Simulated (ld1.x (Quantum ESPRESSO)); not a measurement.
**chlorine: one change to a TM potential, before and after**

| Property | Result |
| --- | --- |
| Element | Cl |
| Generator | ld1.x (Quantum ESPRESSO) 7.5 |
| Type | norm-conserving Troullier–Martins (Kleinman–Bylander form) |
| Functional | PBE |
| Relativity | fully relativistic |
| Frozen core | [Ne] |
| Valence charge | 7 |
| Reference configuration | 3s2 3p5 |
| Partial waves | 3s (bound): rc 1.25 bohr; 3p (bound): rc 1.35 bohr |
| Local potential | the p channel |
| Core correction | Bessel-smoothed model core, default radius (core density twice the valence density) |

Open shells are filled in proportion to 2j + 1 (rel_dist='average').

Change: scalar-relativistic.

Cutoffs: the cutoffs (Ry, on a coarse ladder) from which the occupation-weighted sum of valence levels, in a spherical-Bessel basis at the reference potential, stays within 10 and 1 mRy of its value at 400 Ry; they do not see the model core or the augmentation charge, which bear on the density cutoff. Errors are all-electron minus pseudo energies relative to the spin-unpolarised reference configuration.

Question: Predict the effect on cutoff, ghosts and configuration errors.

Answer: The potential gets neither clearly harder nor softer (50 Ry and 80 Ry → 50 Ry and 80 Ry); of the 7 tests that both files solve, the error grows in 1 and shrinks in 3 by more than 15 % and 0.3 meV (median size 4.1 → 2.6 meV); neither file shows a bound ghost.

```tsv
quantity	base	changed
cutoff, loose	50 Ry	50 Ry
cutoff, tight	80 Ry	80 Ry
bound ghosts	none	none
largest miss of a reference level, eV	0.08	0.00
error for 3s2 3p4, meV [ΔE 13.88 eV]	+4.1	+2.6
error for 3s2 3p3, meV [ΔE 39.32 eV]	+25	+21
error for 3s2 3p2, meV [ΔE 77.63 eV]	+82	+75
error for 3s2 3p1, meV [ΔE 129.87 eV]	+200	+188
error for 3s2 3p4.5, meV [ΔE 5.58 eV]	+0.8	+0.2
error for 3s1 3p6, meV [ΔE 12.15 eV]	-0.5	-0.5
error for 3s2 3p5.3, meV [ΔE -2.14 eV]	+0.1	+0.4
s: phases at 1.51 bohr within 0.05 rad from the reference energy up to (Ry; the scan ends near 5)	to the end of the scan	to the end of the scan
```
